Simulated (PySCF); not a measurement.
An unknown shows these calculated signals:

¹H NMR (400 MHz, computed): δ 7.47 (t, 1H), 7.39 (s, 1H), 7.30 (d, 2H), 2.41 (s, 6H).

¹³C{¹H} NMR (computed): δ 148.8 (C), 139.4 (CH), 138.1 (CH), 135.4 (CH), 24.3 (CH3).

Gas phase, rapidly exchanging positions averaged, a single conformation, no relativistic terms. σ from GIAO-PBE0/pcSseg-2; PBE0-D3(BJ)/def2-TZVP structure; PySCF 2.14.

Shifts are taken against calculated references (same method and geometry level): ¹H (σ = 31.52 ppm), ¹³C (σ = 186.03 ppm) vs TMS.

Problem. Which of these does the molecule contain: a CH3CH2 unit, an S-methyl group, a benzene ring, a Si–H bond?

Solution. 
- A CH3CH2 unit: no.
- An S-methyl group: no.
- A benzene ring: yes.
- A Si–H bond: no.

The data belong to m-xylene (SMILES C1=CC(C)=CC(C)=C1); they needn't prove each group on their own.

Carbon signals by region: 4 in the sp2 and nitrile region (100–160 ppm), 1 below 50 ppm.

Shifts are as computed. Against solution values, carbons near 30 ppm lie about +3 ppm off and those near 130 ppm about +9 ppm. Of 1211 compounds with measured shifts, 218 miss one by over three times the rms of a fit or turn the order of signals round; such compounds aren't used in these exercises. Multiplicities follow the n + 1 count of equivalent neighbours, as no J values were calculated; m marks all less simple cases, F and P coupling included.
